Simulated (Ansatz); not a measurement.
Computed with Ansatz on PBE0-D4/def2-TZVP structures; ΔE is electronic, products minus reactants. CCSD(T)/CBS is the MP2 limit (def2-TZVPP, def2-QZVPP) plus CCSD(T) − MP2 in def2-TZVPP, frozen cores. This one scheme is used for every species. Functionals use def2-TZVPP. B3LYP here is the variant with VWN-RPA as its local correlation; programs differ in this. For Ge outer-core shells are correlated without core-valence functions, which leaves a few kJ/mol of doubt a bond. Scalar relativity is left out up to krypton. Each species was taken in one conformer, which may not be the lowest.

Reaction (hydrogenolysis of the Si–O bond): `CO[SiH2][S][GeH3]` + H₂ → `[SiH3][S][GeH3]` + CH₃OH

Question: Is it downhill or uphill in electronic energy at CCSD(T)/CBS, and by how much? (Estimate.)

Answer: The calculation gave: Uphill: ΔE = +0.83 eV.

Question: What do these levels give: B3LYP-D4, ωB97X-V, PBE, PBE0, MP2/CBS(def2), CCSD/CBS(def2)? (An estimate is asked.)

Answer: Ansatz gave: B3LYP-D4 0.84, ωB97X-V 0.81, PBE 0.67, PBE0 0.67, MP2/CBS(def2) 0.91, CCSD/CBS(def2) 0.79 eV.

Largest T1 diagnostic among the species: 0.011.

In def2-TZVPP, CCSD(T) changes the Hartree–Fock value by +0.13 eV (the triples alone add +0.04 eV) and MP2 by +0.22 eV. The D4 term adds +0.13 eV with B3LYP and +0.08 eV with PBE0; it sums over pairs of atoms, weighted by their polarisabilities, and B3LYP, whose exchange is more repulsive, gets the larger term.
